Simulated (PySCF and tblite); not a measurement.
The numbers below are computed, except where a source is named.
2 regioisomers of C6H7NO:

| isomer | SMILES |
| --- | --- |
| A | [CH3:1][C:2](=[O:3])[c:4]1[cH:5][cH:6][nH:7][cH:8]1 |
| B | [CH3:1][C:2](=[O:3])[c:4]1[cH:5][cH:6][cH:7][nH:8]1 |

Protocol: conformer search, at most 6 conformers an isomer, GFN2-xTB geometries, energies PBE0/pcSseg-1 (D3(BJ) added where defined), weights at 298.15 K with GFN2-xTB thermal terms. Programs: PySCF with density fitting and tblite.

Problem. Rank the isomers by free energy at 298.15 K.

Solution. 
```tsv
isomer	ΔG (kcal/mol)	ΔE, lowest conformer	conformers	largest weight %	rms dipole (D)
B	0.0	0.0	1	100	2.20
A	3.8	4.0	2	66	4.78
```

The search found a single conformer for at least one isomer; other rotamers may be missing.
